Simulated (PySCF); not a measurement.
**Correlation energy of Xe⁺ (xenon, charge +1)**

[Kr] 4d10 5s2 5p5, 2P determinant. Computed with PySCF 2.14 in def2-TZVP with the def2 core potential (28 electrons), with scalar relativity through the core potential. Frozen: 4s2 4p6 4d10; 7 electrons correlated.

MP2 pair energies summed by pair of shells (mhartree):

```json
{"pair": "5p-5p", "energy": "-71.82", "share (%)": "62.0"}
{"pair": "5s-5p", "energy": "-37.44", "share (%)": "32.3"}
{"pair": "5s-5s", "energy": "-6.54", "share (%)": "5.6"}
```

Total MP2 correlation energy: -115.80 mhartree.

Same-spin part -26.10 and opposite-spin part -89.70 mhartree; SCS-MP2 scales them by 1/3 and 6/5 to -116.34 mhartree.

```
  level  correlation energy (mhartree)
   CCSD                        -134.44
    (T)                          -3.56
CCSD(T)                        -138.00
```

Diagnostics: T1 = 0.0060, D1 = 0.0194, largest double amplitude 0.046.

Cost of the coupled-cluster step: 0.67 s of wall time on 1 thread of Intel(R) Xeon(R) 6975P-C (shared host), for 7 correlated electrons.
